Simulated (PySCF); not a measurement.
C2H5FSi2, SMILES [SiH3][Si@@H](C#C)F.

Coordinates come from a ωB97X-D3(BJ)/def2-SVP optimisation. The structure was generated by enumeration; whether it is a known compound was not checked.

Method: PBE/def2-TZVP (PySCF).

**Question.** Estimate the frontier levels, gap, dipole moment and polarisability. (Estimate from the structure and the level; the computed values follow.)

**Answer.** 
The highest occupied level is -6.93 eV and the lowest empty level comes out as -2.05 eV. The orbital gap comes out as 4.89 eV, the dipole moment is 1.64 D and the quadrupole, principal values (traceless, Buckingham form, about the centre of nuclear charge) is -7.00, -2.22, 9.22 D·Å. The mean static polarisability is 78.1 bohr³ (11.57 Å³). The polarisability, principal values is 59.9, 72.3, 102.0 bohr³.
